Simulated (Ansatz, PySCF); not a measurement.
Ways to break one bond of C[Si](C)(C)Br [bromo(trimethyl)silane]:

A. C[Si](C)(C)Br -> C[Si](C)Br + [CH3] (CH3)
B. C[Si](C)(C)Br [bromo(trimethyl)silane] → C[Si](C)C + Br atom

Quantity: bond dissociation energy (enthalpy at 298 K, with B3LYP-D3(BJ) rigid-rotor harmonic-oscillator terms), kJ/mol. Structures are relaxed separately at B3LYP-D3(BJ)/def2-TZVP in Ansatz (a first-principles code). Frequencies are from Ansatz or PySCF. Valence correlation only, unless marked. Open shells are spin-unrestricted. Spin-orbit coupling is left out. Frozen are the shells of the preceding noble gas and the d and f shells that filled before the atom's block. Non-relativistic. CBS marks a two-point X^-3 extrapolation of the correlation energy; Hartree-Fock from the larger set. [CCSD(T)-MP2]/basis is that difference in the basis named.

```csv
,r2SCAN-D3(BJ)/def2-TZVPD (Ansatz + dftd3),CAM-B3LYP-D3(BJ)/def2-TZVPD (Ansatz + dftd3),CCSD/6-31G* (Ansatz),"RI-MP2/CBS(def2-TZVPP,def2-QZVPP)+[CCSD(T)-MP2]/def2-TZVPP (Ansatz)"
A,355.4,373.4,357.5,?
B,430.0,422.3,393.5,?
```

Problem. What belongs in the gaps?

Solution. 
- A, RI-MP2/CBS(def2-TZVPP,def2-QZVPP)+[CCSD(T)-MP2]/def2-TZVPP (Ansatz): 389.3
- B, RI-MP2/CBS(def2-TZVPP,def2-QZVPP)+[CCSD(T)-MP2]/def2-TZVPP (Ansatz): 439.5
